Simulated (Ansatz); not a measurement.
Ansatz (a program for electronic structure) input:
A basis named .json is the Basis Set Exchange file of that set.

Ansatz 0.2 input:
```yaml
crystal:
  periodic: [false, false, false]
  atoms:
    - {symbol: Si, position_ang: [-0.09639842, 0.18552649, 0.25101563]}
    - {symbol: N, position_ang: [-0.19263329, 1.45354902, -0.79852353]}
    - {symbol: N, position_ang: [-1.24431069, -1.14851558, -0.04673036]}
    - {symbol: N, position_ang: [1.57165599, -0.45779501, 0.24399739]}
    - {symbol: H, position_ang: [-0.29575354, 0.32834729, 1.75910038]}
    - {symbol: H, position_ang: [-1.12850022, 1.78212078, -1.01902414]}
    - {symbol: H, position_ang: [-1.01700516, -2.00481487, 0.44928249]}
    - {symbol: H, position_ang: [-1.30555234, -1.36827399, -1.03512707]}
    - {symbol: H, position_ang: [2.07931724, -0.20506659, 1.08428544]}
    - {symbol: H, position_ang: [2.07408764, -0.06035255, -0.54394022]}
basis:
  gaussian:
    orbitals: aug-cc-pV_D+d_Z.json
total_charge: -1
magnetization: {spin_polarized: false}
correlation: {method: ccsd_t, electrons: outside_noble_gas}
output: {forces: true}
```

**Question.** Predict the final energy.

**Answer.** -456.59619 Eh (CCSD(T)/aug-cc-pV(D+d)Z). The basis has 155 functions.

It need not be the lowest isomer of its formula. Whether it binds its extra electron was not tested at this geometry.
